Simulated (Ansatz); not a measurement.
ClH6NSi2 (`N[SiH2][SiH2]Cl`), relaxed with RKS PBE-D4/def2-SVP in Ansatz 0.2.0 from a rough embedded geometry. The force threshold is 0.03 eV/Å; the program also tests the step.

Charge 0, multiplicity 1.

Start:

```xyz
10

N     0.723   -1.315    0.986
Si    0.186    0.227    0.756
Si   -0.352    0.729   -1.420
Cl   -1.757   -0.470   -2.165
H     0.001   -2.021    0.843
H     0.988   -1.466    2.024
H     1.242    1.157    1.278
H    -0.985    0.391    1.636
H     0.866    0.646   -2.375
H    -0.911    2.123   -1.564
```

By how much does the energy fall, and how many steps does the optimiser take? (An estimate is asked.)

Ansatz gave: 59.49 kJ/mol, in 11 steps.

Which bonds change most? (Estimate.)

The calculation gave: Si3–Cl4 from 1.991 to 2.109 Å; N1–Si2 from 1.649 to 1.748 Å; N1–H6 from 1.082 to 1.024 Å; Si2–Si3 from 2.297 to 2.352 Å.

Give the relaxed structure. (An estimate is asked.)

The calculation gave: 
```xyz
10

N     0.590   -1.321    0.940
Si    0.186    0.380    0.901
Si   -0.302    0.749   -1.370
Cl   -1.503   -0.897   -1.914
H    -0.047   -1.939    0.425
H     0.859   -1.753    1.829
H     1.375    1.186    1.356
H    -1.001    0.848    1.723
H     0.920    0.736   -2.249
H    -1.076    2.012   -1.641
```
